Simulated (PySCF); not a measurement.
Computed IR spectrum (relative IR intensity) of a molecule C3H8OSe. Geometry: TPSSh-D3(BJ)/def2-SVP. The values are those of a single conformer. Level of theory: TPSSh-D3(BJ)/def2-SVP in PySCF 2.14.0. Frequencies are harmonic and unscaled.

ν (cm⁻¹): 96 (vw), 196 (w), 584 (m), 730 (w), 966 (w), 1005 (vw), 1059 (vs), 1065 (vw), 1183 (w), 1247 (w), 1266 (w), 1396 (vw), 1448 (vw), 1457 (w), 1471 (vw), 1479 (w), 1494 (w), 1504 (w), 2995 (s), 3030 (m), 3047 (w), 3072 (m), 3109 (m), 3115 (w), 3139 (m) (against the strongest line: vs over 80 %, s over 45 %, m over 15 %, w over 4 %, vw less)

### Question
Pick the molecule that these values belong to.
A. CC(C)[Se]O
B. CCOC[SeH]
C. CC[Se]OC
D. OCCC[SeH]

### Answer
C, CC[Se]OC
